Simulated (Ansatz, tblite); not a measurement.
Spin states of SeS₂ (the lowest singlet isomer of a short search), each relaxed with PBE0-D4/def2-TZVP in Ansatz. Electronic energies in the gas phase.

The xTB rows come from tblite. LC-ωPBE has ω = 0.4 bohr⁻¹. Correlated methods freeze 19 core orbitals; core or outer-core shells of Se are correlated, in sets that lack core-valence functions. In CCSD on the charge 0 triplet the largest single amplitude is 0.58, so its Hartree–Fock determinant may place the open shell otherwise than the density functionals do. In the quintet geometry the species has come apart into loosely held pieces. The structure comes from a short search, and lower isomers may exist.

Singlet geometry (Cs within 0.1 Å):

| atom | x (Å) | y (Å) | z (Å) |
| --- | --- | --- | --- |
| S1 | 1.1558 | 0.1303 | 1.2466 |
| S2 | -0.3682 | -0.4976 | 0.2891 |
| Se3 | -0.7876 | 0.3673 | -1.5357 |

Triplet geometry (Cs within 0.1 Å):

```xyz
3

S     0.6018   -0.4248    1.3297
S    -0.4313   -0.7862   -0.2999
Se   -0.1706    1.2110   -1.0299
```

Quintet geometry (C∞v within 0.1 Å):

| atom | x (Å) | y (Å) | z (Å) |
| --- | --- | --- | --- |
| S1 | -2.0551 | -0.2570 | 1.2226 |
| S2 | -0.4418 | -0.0560 | 0.2647 |
| Se3 | 2.4969 | 0.3130 | -1.4873 |

⟨S²⟩: triplet 2.01 at PBE0-D4/def2-TZVP (pure 2.00), quintet 6.02 at PBE0-D4/def2-TZVP (pure 6.00).

Run but left out: HF/def2-TZVP, HF/def2-TZVPP, B2PLYP/def2-TZVP (singlet: restricted singlet, unstable towards broken spin symmetry); MP2/def2-TZVP, MP2/def2-TZVPP (triplet: a determinant that CCSD turns far, T1 0.082).

Only these spin states were relaxed. The quintet has fallen apart into loose fragments. The quintet has other bonds than the singlet, so the gap mixes isomer and spin.

```json
{"level": "GFN1-xTB", "triplet − singlet (kJ/mol)": "93.6", "quintet − singlet (kJ/mol)": "424.9", "lowest of these": "singlet", "remarks": "–"}
{"level": "r2SCAN0-D4/def2-TZVP", "triplet − singlet (kJ/mol)": "41.8", "quintet − singlet (kJ/mol)": "165.7", "lowest of these": "singlet", "remarks": "–"}
{"level": "LC-ωPBE/def2-TZVP", "triplet − singlet (kJ/mol)": "29.7", "quintet − singlet (kJ/mol)": "132.4", "lowest of these": "singlet", "remarks": "–"}
{"level": "ωB97X-V/def2-TZVP", "triplet − singlet (kJ/mol)": "44.1", "quintet − singlet (kJ/mol)": "166.7", "lowest of these": "singlet", "remarks": "–"}
{"level": "ωB97M-V/def2-TZVP", "triplet − singlet (kJ/mol)": "51.5", "quintet − singlet (kJ/mol)": "172.2", "lowest of these": "singlet", "remarks": "–"}
{"level": "RPA@PBE/def2-TZVP", "triplet − singlet (kJ/mol)": "55.1", "quintet − singlet (kJ/mol)": "169.7", "lowest of these": "singlet", "remarks": "–"}
{"level": "CCSD/def2-TZVPP", "triplet − singlet (kJ/mol)": "59.9", "quintet − singlet (kJ/mol)": "142.3", "lowest of these": "singlet", "remarks": "large T1 (0.082) (triplet), restricted SCF unstable (singlet)"}
{"level": "CCSD(T)/def2-TZVPP", "triplet − singlet (kJ/mol)": "76.8", "quintet − singlet (kJ/mol)": "180.2", "lowest of these": "singlet", "remarks": "large T1 (0.082) (triplet), restricted SCF unstable (singlet)"}
```

The xTB methods have no term that favours high spin, so they put low spin too low.
